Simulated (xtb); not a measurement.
xtb input (GFN2-xTB):

```bash
xtb mol.xyz --gfn 2 --sp --chrg 0 --uhf 0
```
mol.xyz:
```
13

Si     2.84117435     0.95569913     0.76888613
O      1.22137183     0.64625160     0.71854542
Si     0.00652186    -0.04051223    -0.06949566
Cl    -0.15414344     0.77227800    -1.94176738
Cl     0.35790247    -2.04717292    -0.27395074
O     -1.35534925     0.19265303     0.74264559
Si    -2.98644841    -0.04727276     0.80793958
H      3.24028995     1.68879787    -0.45102991
H      3.09460273     1.77840575     1.96774886
H      3.58254819    -0.32005300     0.85545582
H     -3.47245679     0.57331413     2.05569084
H     -3.62412761     0.58853329    -0.36411702
H     -3.27041011    -1.49781967     0.81131036
```

End of the output:

```
         :::::::::::::::::::::::::::::::::::::::::::::::::::::
         ::                     SUMMARY                     ::
         :::::::::::::::::::::::::::::::::::::::::::::::::::::
         :: total energy             -25.788932039253 Eh    ::
         :: gradient norm              0.035523808165 Eh/a0 ::
         :: HOMO-LUMO gap              6.026441413872 eV    ::
         ::.................................................::
         :: SCC energy               -25.903528419703 Eh    ::
         :: -> isotropic ES            0.098700456616 Eh    ::
         :: -> anisotropic ES         -0.007173699446 Eh    ::
         :: -> anisotropic XC         -0.004625096545 Eh    ::
         :: -> dispersion             -0.013099953439 Eh    ::
         :: repulsion energy           0.114596380450 Eh    ::
         :: add. restraining           0.000000000000 Eh    ::
         :: total charge               0.000000000000 e     ::
         :::::::::::::::::::::::::::::::::::::::::::::::::::::

           -------------------------------------------------
          |                Property Printout                |
           -------------------------------------------------

    * Orbital Energies and Occupations

         #    Occupation            Energy/Eh            Energy/eV
      -------------------------------------------------------------
         1        2.0000           -1.0634172             -28.9371
       ...           ...                  ...                  ...
        10        2.0000           -0.5288821             -14.3916
        11        2.0000           -0.5106260             -13.8948
        12        2.0000           -0.5035131             -13.7013
        13        2.0000           -0.4898685             -13.3300
        14        2.0000           -0.4610858             -12.5468
        15        2.0000           -0.4466486             -12.1539
        16        2.0000           -0.4452793             -12.1167
        17        2.0000           -0.4410003             -12.0002
        18        2.0000           -0.4366376             -11.8815
        19        2.0000           -0.4363714             -11.8743
        20        2.0000           -0.4360139             -11.8645
        21        2.0000           -0.4357182             -11.8565
        22        2.0000           -0.4340356             -11.8107 (HOMO)
        23                         -0.2125680              -5.7843 (LUMO)
        24                         -0.2027884              -5.5182
        25                         -0.2020948              -5.4993
        26                         -0.1889045              -5.1404
        27                         -0.1881705              -5.1204
        28                         -0.1878701              -5.1122
        29                         -0.1481791              -4.0322
        30                         -0.1424199              -3.8754
        31                         -0.1389726              -3.7816
        32                         -0.0753879              -2.0514
        33                         -0.0715276              -1.9464
       ...                                ...                  ...
        59                          0.9574445              26.0534
      -------------------------------------------------------------
                  HL-Gap            0.2214676 Eh            6.0264 eV
             Fermi-level           -0.3233018 Eh           -8.7975 eV

     #   Z          covCN         q      C6AA      α(0)
     1  14 Si       3.603     0.537    97.137    18.927
     2   8 O        1.539    -0.427    21.462     6.250
     3  14 Si       3.329     0.669   110.611    21.137
     4  17 Cl       0.806    -0.225   106.156    15.761
     5  17 Cl       0.806    -0.225   106.152    15.761
     6   8 O        1.539    -0.427    21.463     6.250
     7  14 Si       3.603     0.537    97.133    18.927
     8   1 H        0.914    -0.076     4.787     3.422
     9   1 H        0.915    -0.069     4.588     3.350
    10   1 H        0.914    -0.075     4.775     3.418
    11   1 H        0.915    -0.069     4.588     3.350
    12   1 H        0.914    -0.075     4.779     3.419
    13   1 H        0.914    -0.076     4.783     3.421

 Mol. C6AA /au·bohr⁶  :       5243.947174
 Mol. C8AA /au·bohr⁸  :     221999.940127
 Mol. α(0) /au        :        123.393954

Wiberg/Mayer (AO) data.
largest (>0.10) Wiberg bond orders for each atom

 ---------------------------------------------------------------------------
     #   Z sym  total        # sym  WBO       # sym  WBO       # sym  WBO
 ---------------------------------------------------------------------------
     1  14 Si   3.687 --     2 O    0.967     8 H    0.896    10 H    0.896
                             9 H    0.895
     2   8 O    2.350 --     3 Si   1.161     1 Si   0.967
     3  14 Si   4.415 --     2 O    1.161     6 O    1.161     5 Cl   1.030
                             4 Cl   1.030
     4  17 Cl   1.206 --     3 Si   1.030
     5  17 Cl   1.206 --     3 Si   1.030
     6   8 O    2.350 --     3 Si   1.161     7 Si   0.967
     7  14 Si   3.687 --     6 O    0.967    13 H    0.896    12 H    0.896
                            11 H    0.895
     8   1 H    0.994 --     1 Si   0.896
     9   1 H    0.995 --     1 Si   0.895
    10   1 H    0.994 --     1 Si   0.896
    11   1 H    0.995 --     7 Si   0.895
    12   1 H    0.994 --     7 Si   0.896
    13   1 H    0.994 --     7 Si   0.896
 ---------------------------------------------------------------------------

Topologies differ in total number of bonds
Writing topology from bond orders to xtbtopo.mol

molecular dipole:
                 x           y           z       tot (Debye)
 q only:       -0.058       0.364       0.632
   full:       -0.066       0.415       0.721       2.120
molecular quadrupole (traceless):
                xx          xy          yy          xz          yz          zz
 q only:       14.318       3.864      -7.428      -0.323       1.031      -6.890
  q+dip:        6.238       1.755      -3.485      -0.229       0.892      -2.753
Note: The following floating-point exceptions are signalling: IEEE_UNDERFLOW_FLAG IEEE_DENORMAL
normal termination of xtb
   full:       10.036       2.748      -5.305      -0.267       0.893      -4.731

           -------------------------------------------------
          | TOTAL ENERGY              -25.788932039253 Eh   |
          | GRADIENT NORM               0.035523808165 Eh/α |
          | HOMO-LUMO GAP               6.026441413872 eV   |
           -------------------------------------------------

------------------------------------------------------------------------
------------------------------------------------------------------------
 total:
 SCF:
```
